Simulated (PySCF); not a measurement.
Precursor series Ta Cl-NH2. Gas-phase values, no solvent. One relaxed conformer stands for each flexible species; it need not be the lowest.

Method: PBE-D3(BJ)/def2-TZVP // r2SCAN-D4/def2-SVP run with PySCF. 

```csv
species,LUMO (eV),HOMO (eV)
0 of 5 Cl replaced by NH2 ([Ta(Cl)5]),-4.45,-7.83
2 of 5 Cl replaced by NH2 ([Ta(Cl)3(NH2)2]),-3.58,-6.94
3 of 5 Cl replaced by NH2 ([Ta(Cl)2(NH2)3]),…,-6.15
4 of 5 Cl replaced by NH2 ([Ta(Cl)(NH2)4]),-1.96,-5.80
5 of 5 Cl replaced by NH2 ([Ta(NH2)5]),-1.20,…
```

Q: What belongs in the gaps?

A: 
- 3 of 5 Cl replaced by NH2 ([Ta(Cl)2(NH2)3]), LUMO (eV): -3.17
- 5 of 5 Cl replaced by NH2 ([Ta(NH2)5]), HOMO (eV): -5.06
